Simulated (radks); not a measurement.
Polarisability of neutral carbon, [He] 2s2 2p2, at imaginary frequency. All-electron calculation, scalar-relativistic Kohn-Sham, LB94 model potential, spin-polarised, spherical densities, finite nucleus; open shells are filled with parallel spins first; Fermi nuclear charge, rms radius 2.4702 fm. Program: a radial shooting solver on a logarithmic mesh with Libxc functionals. Response by self-consistent Sternheimer equations with the Hartree and adiabatic LDA kernel, the relativistic mass of each level held fixed and spin-orbit coupling left out.

w (hartree)  alpha1(iw) (bohr^3)
0.00266                    11.91
0.0143                     11.89
0.0360                     11.80
0.0697                     11.53
0.118                      10.89
0.186                      9.745
0.280                      8.080
0.413                      6.116
0.605                      4.196
0.892                      2.597
1.35                       1.436
2.12                      0.6927
3.59                      0.2781
6.94                     0.08529
17.5                     0.01612

Static values: alpha1 = 11.91 bohr^3 (1.765 angstrom^3; uncoupled 16.48). C6 = 46.15, triple-dipole C9 = 395.1 atomic units. One-pole (London) frequency 4 C6 / (3 alpha1^2) = 0.434 hartree, against 0.400 for minus the highest occupied eigenvalue. Recommended static value: 11.3 bohr^3 (Schwerdtfeger and Nagle, 2023 table).
